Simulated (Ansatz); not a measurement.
Born–Oppenheimer molecular dynamics of BFH₃NO (7 atoms, charge 0, multiplicity 1). It starts from a relaxed structure.

All numbers below come from Ansatz 0.2.0, RKS PBE-D4/def2-SVP.

* ensemble: NVE (velocity Verlet)
* time step: 0.5 fs
* steps asked: 300
* starting velocities drawn for: 1500 K
* seed: 293425

First frame:

```xyz
7
Properties=species:S:1:pos:R:3
B 0.005 -0.057 0.036
N -0.023 -0.049 1.454
H -0.838 -0.257 2.026
H 0.811 0.177 1.994
F 1.165 0.242 -0.584
O -1.059 -0.346 -0.783
H -1.871 -0.557 -0.294
```

Q: How far do the bonds stretch over the last three quarters of this one trajectory? (Pairs bonded in most of those frames.)

A: 
```
 bond  mean (Å)  spread (Å)  shortest  longest
B1–N2     1.425       0.033      1.35     1.49
B1–F5     1.363       0.044      1.28     1.43
B1–O6     1.382       0.025      1.34     1.43
N2–H3     1.029       0.048      0.94     1.12
N2–H4     1.029       0.048      0.94     1.12
O6–H7     0.979       0.015      0.95     1.01
```

Mean temperature of the second half: 814 K. The conserved energy stayed within 1.1 meV per atom of its start (net change 0.68 meV per atom), so the integration is sound. Over the second half the temperature averaged 0.54 of the 1500 K drawn at the start: a run that starts near a minimum puts about half its kinetic energy into the potential. A run of 0.15 ps of so small a system gives no equilibrium averages.

The run took 7.6 min on 1 thread of Arm Neoverse V1, on a shared host, peak memory 0.12 GiB.
